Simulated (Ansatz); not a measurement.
Compare A (`OC([SiH3])[SiH2]Cl`) with its isomer B (`CO[SiH2][SiH2]Cl`).

Calculated with Ansatz (gas phase, PBE0-D4/def2-TZVP geometries, no zero-point term in ΔE). CCSD(T)/CBS is the MP2 limit (def2-TZVPP, def2-QZVPP) plus CCSD(T) − MP2 in def2-TZVPP, frozen cores. Functionals use def2-TZVPP. B3LYP here is the variant with VWN-RPA as its local correlation; programs differ in this. One conformer a species, not always the lowest.

(1) Which is lower in electronic energy at CCSD(T)/CBS, and by how much? (Estimate.)

(2) Give E(B) − E(A) in kJ/mol with BLYP-D4, B3LYP-D4, B3LYP, B2PLYP, CCSD(T)/def2-SVP, r2SCAN-D4, CCSD(T)/def2-TZVPP. (Estimate.)

(3) Does the order hold for the free energy at 298.15 K (harmonic terms from PBE0-D4)? (An estimate is asked.)

Largest T1 diagnostic: 0.011.

## Answers

(1) Ansatz gave: B, by 97.7 kJ/mol.

(2) The calculation gave: BLYP-D4 -98.1, B3LYP-D4 -101.9, B3LYP -107.7, B2PLYP -103.9, CCSD(T)/def2-SVP -89.6, r2SCAN-D4 -98.5, CCSD(T)/def2-TZVPP -97.6. None reverses the order clearly.

(3) Computed: Yes: G(B) − G(A) = -94.8 kJ/mol, for one conformer each. Modes under 60 cm⁻¹, often nearly free rotors, make the harmonic entropy too high.

Leaving LDA and LC-ωPBE aside and taking each functional with its dispersion term where it has one, the values, not all of them listed here, spread over 16.9 kJ/mol, from BHLYP-D4 to ωB97M-V. LDA lies +11.1 kJ/mol from PBE without D4. From BLYP to BHLYP (50 % exact exchange), in def2-TZVPP and without D4, E(B) − E(A) moves by −5.5 kJ/mol.
